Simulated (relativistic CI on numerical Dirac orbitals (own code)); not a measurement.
## Main line and satellite in the 2p photoemission of Cu²⁺: a two-state model

Problem. An octahedral Cu²⁺ site (d9) has Δ = 4.6, V(eg) = 2.95, 10Dq = 0.5, 10Dq(ligand) = 1.4 and a core-hole attraction U_cd = 8.9 eV; the hopping is scaled by 0.8 in the final state. Δ is defined between configuration averages. Find the d count, the distance of the satellite and its intensity.

Working.
1. The hole has eg symmetry. Its energy is −0.6 × 10Dq in d9 and Δ − 0.6 × 10Dq(ligand) in d10L, so the gap is Δ' = 4.06 eV.
2. Ground state cos θ |d9⟩ − sin θ |d10L⟩ with tan 2θ = 2V/Δ', θ = 27.7°: weights 0.783 and 0.217, n_d = 9.217.
3. The core hole pulls d10L down by U_cd: the gap becomes Δ' − U_cd = -4.84 eV, the hopping is V' = 2.36 eV, and tan 2θ' = 2V'/(Δ' − U_cd) gives θ' = 67.9°.
4. The two final states lie W = √[(Δ' − U_cd)² + 4V'²] = 6.76 eV apart. The lower, mostly d10L, is the main line.
5. In the sudden approximation the intensities are cos²(θ' − θ) and sin²(θ' − θ), so satellite/main = tan²(40.1°) = 0.71.

Check. The full cluster calculation (with spin-orbit coupling and 2p-3d multiplets, which spread the d9 satellite) gives n_d = 9.215; in its broadened 2p3/2 spectrum, cut halfway, the centroids lie 6.92 eV apart with an area ratio of 0.70.
